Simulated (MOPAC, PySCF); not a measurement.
H$_{7}$GaN$_{2}$Si, SMILES `[Ga]([NH2])([NH2])[SiH3]`, neutral singlet in the gas phase. 

Cartesian coordinates (Å):
```xyz
11

N     -1.1610     1.6701    -0.1248
Ga    -0.3683     0.0361     0.0002
N     -1.5214    -1.3653     0.1414
Si     1.9995    -0.2280    -0.0118
H     -0.6476     2.5309    -0.2111
H     -2.1556     1.8286    -0.1166
H     -1.2291    -2.3254     0.2093
H     -2.5249    -1.2806     0.1510
H      2.4975    -0.6886     1.3133
H      2.6818     1.0558    -0.3294
H      2.4292    -1.2336    -1.0215
```
Charge 0, multiplicity 1.

All levels are single points at this geometry (r2SCAN-D4/def2-TZVP); Pople sets use spherical d functions. Orbital energies aren't observables, and empty levels follow the basis.

SVWN5/6-31G* in PySCF gives dipole (D) = 1.33.

Task: Estimate the dipole (D) from each of these levels: PBE-D3(BJ)/def2-TZVP in PySCF; r2SCAN-D4/def2-TZVP in PySCF; B3LYP/3-21G in PySCF; B3LYP/LANL2DZ in PySCF; BP86/6-31G* in PySCF; M06-2X/6-31G* in PySCF; HF/3-21G in PySCF; HF/6-31G* in PySCF; AM1 in MOPAC; PM3 in MOPAC; PM6 in MOPAC; PM7 in MOPAC.

Result: 
```json
[
 {"level": "PBE-D3(BJ)/def2-TZVP in PySCF", "dipole (D)": "1.19"},
 {"level": "r2SCAN-D4/def2-TZVP in PySCF", "dipole (D)": "1.11"},
 {"level": "B3LYP/3-21G in PySCF", "dipole (D)": "1.71"},
 {"level": "B3LYP/LANL2DZ in PySCF", "dipole (D)": "1.14"},
 {"level": "BP86/6-31G* in PySCF", "dipole (D)": "1.32"},
 {"level": "M06-2X/6-31G* in PySCF", "dipole (D)": "1.21"},
 {"level": "HF/3-21G in PySCF", "dipole (D)": "1.47"},
 {"level": "HF/6-31G* in PySCF", "dipole (D)": "0.97"},
 {"level": "AM1 in MOPAC", "dipole (D)": "1.63"},
 {"level": "PM3 in MOPAC", "dipole (D)": "0.80"},
 {"level": "PM6 in MOPAC", "dipole (D)": "0.03"},
 {"level": "PM7 in MOPAC", "dipole (D)": "0.30"}
]
```
